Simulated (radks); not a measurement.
Charge is removed step by step from the 3d3/2 level of Cr2+, starting from [Ar] 3d(3/2: 4, 5/2: 0). Method: Dirac Kohn-Sham, PBE, spin-unpolarised, spherical densities, point nucleus; computed with a radial shooting solver on a logarithmic mesh with Libxc functionals.

removed (e) = 0: E - E(0) (eV) 0.000; eigenvalue (eV) -22.876; E minus straight line (eV) 0.000
removed (e) = 0.125: E - E(0) (eV) 2.976; eigenvalue (eV) -24.749; E minus straight line (eV) -0.871
removed (e) = 0.25: E - E(0) (eV) 6.189; eigenvalue (eV) -26.671; E minus straight line (eV) -1.505
removed (e) = 0.375: E - E(0) (eV) 9.646; eigenvalue (eV) -28.641; E minus straight line (eV) -1.895
removed (e) = 0.5: E - E(0) (eV) 13.352; eigenvalue (eV) -30.657; E minus straight line (eV) -2.037
removed (e) = 0.625: E - E(0) (eV) 17.312; eigenvalue (eV) -32.718; E minus straight line (eV) -1.923
removed (e) = 0.75: E - E(0) (eV) 21.533; eigenvalue (eV) -34.822; E minus straight line (eV) -1.550
removed (e) = 0.875: E - E(0) (eV) 26.019; eigenvalue (eV) -36.969; E minus straight line (eV) -0.910
removed (e) = 1: E - E(0) (eV) 30.777; eigenvalue (eV) -39.157; E minus straight line (eV) 0.000

Removing the whole electron costs 30.777 eV by Delta-SCF, against 22.876 eV from minus the eigenvalue at the starting occupation. Slater's transition state (half an electron removed) gives 30.657 eV. Integrating minus the eigenvalue over the occupation (Janak's theorem) gives 30.777 eV. The mean slope of the eigenvalue, de/dn, is 16.3 eV per electron. Ionisation energy of Cr2+ in the NIST Atomic Spectra Database: 30.96 eV (measured).

Beside tabulated values, note that spin-unpolarised runs miss the spin-polarisation part of the exchange energy of open shells.
